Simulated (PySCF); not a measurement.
# A small calculation by hand: dipole moment from atomic charges

trichloro(fluoromethyl)silane (CH2Cl3FSi), SMILES [Si](Cl)(CF)(Cl)Cl. Atoms are numbered in the order given.

```xyz
8

F      2.4294    -0.9746     0.0000
C      1.1396    -1.4695     0.0000
Si    -0.1060    -0.0533     0.0000
Cl     0.1351     1.1113     1.6749
Cl     0.1351     1.1113    -1.6749
Cl    -1.9865    -0.8970     0.0000
H      0.9809    -2.1002     0.8934
H      0.9809    -2.1002    -0.8934
```
Charge 0, spin multiplicity 1.

Geometry optimised at B3LYP-D3(BJ)/def2-SVP. Other conformers were not sampled.

Charges (e) from B3LYP/def2-TZVP (PySCF):

```csv
atom,IAO,Mulliken
F1,-0.318,-0.233
C2,-0.251,-0.039
Si3,1.114,0.638
Cl4,-0.284,-0.196
Cl5,-0.284,-0.196
Cl6,-0.298,-0.205
H7,0.160,0.116
H8,0.160,0.116
```

The dipole moment of the full density is 1.56 D.

**Question.** What dipole moment does each set of point charges give, and which comes closer to that of the density?

**Answer.** 
μ = Σ q r, and 1 e Å = 4.8032 D.
IAO: Σ q r = (-0.348, -0.417, 0.000) e Å, |μ| = 2.61 D.
Mulliken: Σ q r = (-0.096, -0.489, 0.000) e Å, |μ| = 2.39 D.
Mulliken comes closer in size. Point charges leave out the atoms' own dipoles (lone pairs, polarised bonds); fits to the potential absorb them, partitions of the density don't.
